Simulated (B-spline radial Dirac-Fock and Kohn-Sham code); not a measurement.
Auger decay of the N2 hole in In⁺

System: the In⁺ ion, configuration [Kr] 4d10 5s1 5p1 (not the ground configuration).

Level of theory: one-electron (LDA, Dirac) transition rates at Dirac-Fock energies; a radial atomic solver. Kinetic energies are configuration averages from the vacuum level; the two-hole energies are estimated from single-hole states.

| transition | kinetic energy (eV) | width (meV) | share (%) |
| --- | --- | --- | --- |
| N2-N4N4 | 23.31 | 3220 | 16.0 |
| N2-N4N5 | 23.98 | 16000 | 79.4 |
| N2-N5N5 | 25.02 | 560 | 2.8 |
| N2-N4O1 | 43.18 | 165 | 0.8 |
| N2-N4O3 | 51.79 | 87.7 | 0.4 |

Coster-Kronig rates are the weakest part of this model and often come out 1.5 to 2.5 times too large. Super-Coster-Kronig decay this fast strains the one-particle picture, and such widths tend to come out too large. The listed channels hold 99 % of the non-radiative rate. Summed by principal shells, of 20.1 eV in all: NNN 98.2 %, NNO 1.8 %.

Values without a named source are computed, but for edge energies of neutral atoms, which are taken from tables.
